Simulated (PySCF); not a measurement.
germylsilane (GeH₆Si), SMILES [SiH3][GeH3]. Atoms are numbered in the order given.

```xyz
8

Si     0.0000     0.0000     1.6020
Ge     0.0000     0.0000    -0.7756
H      1.2090     0.6980     2.1132
H     -1.2090     0.6980     2.1132
H      0.0000    -1.3961     2.1132
H      1.2467    -0.7198    -1.3163
H     -1.2467    -0.7198    -1.3163
H      0.0000     1.4396    -1.3163
```

Coordinates come from a PBE0-D3(BJ)/def2-TZVP optimisation.

These are PBE0-D3(BJ)/def2-TZVP in PySCF values and carry that method's errors.

Frequencies are harmonic and unscaled.

Modes within 1.5 cm⁻¹ of each other (mostly degenerate sets) share a row, with their intensities summed.

Computed vibrational spectrum:
```json
[
 {"mode": "1", "ν (cm⁻¹)": "118", "IR (km/mol)": "0.0", "Raman (Å⁴/amu)": "0.0", "depolarisation": "–", "moving atoms (share of kinetic energy)": "H 100 %"},
 {"mode": "2–4", "ν (cm⁻¹)": "358", "IR (km/mol)": "34.6", "Raman (Å⁴/amu)": "18.2", "depolarisation": "0.18", "moving atoms (share of kinetic energy)": "Si 63 %, Ge 29 %, H 8 %"},
 {"mode": "5–6", "ν (cm⁻¹)": "594", "IR (km/mol)": "0.0", "Raman (Å⁴/amu)": "6.1", "depolarisation": "0.75", "moving atoms (share of kinetic energy)": "H 87 %, Si 9 %"},
 {"mode": "7", "ν (cm⁻¹)": "783", "IR (km/mol)": "360.8", "Raman (Å⁴/amu)": "2.1", "depolarisation": "0.35", "moving atoms (share of kinetic energy)": "H 96 %"},
 {"mode": "8–9", "ν (cm⁻¹)": "884", "IR (km/mol)": "49.9", "Raman (Å⁴/amu)": "47.5", "depolarisation": "0.75", "moving atoms (share of kinetic energy)": "H 99 %"},
 {"mode": "10", "ν (cm⁻¹)": "886", "IR (km/mol)": "100.6", "Raman (Å⁴/amu)": "1.6", "depolarisation": "0.31", "moving atoms (share of kinetic energy)": "H 92 %"},
 {"mode": "11–12", "ν (cm⁻¹)": "940", "IR (km/mol)": "91.8", "Raman (Å⁴/amu)": "24.1", "depolarisation": "0.75", "moving atoms (share of kinetic energy)": "H 97 %"},
 {"mode": "13", "ν (cm⁻¹)": "2144", "IR (km/mol)": "71.4", "Raman (Å⁴/amu)": "283.0", "depolarisation": "0.00", "moving atoms (share of kinetic energy)": "H 100 %"},
 {"mode": "14–15", "ν (cm⁻¹)": "2152", "IR (km/mol)": "195.5", "Raman (Å⁴/amu)": "272.9", "depolarisation": "0.75", "moving atoms (share of kinetic energy)": "H 98 %"},
 {"mode": "16", "ν (cm⁻¹)": "2218", "IR (km/mol)": "51.8", "Raman (Å⁴/amu)": "291.9", "depolarisation": "0.00", "moving atoms (share of kinetic energy)": "H 99 %"},
 {"mode": "17–18", "ν (cm⁻¹)": "2231", "IR (km/mol)": "192.3", "Raman (Å⁴/amu)": "179.7", "depolarisation": "0.75", "moving atoms (share of kinetic energy)": "H 96 %"}
]
```
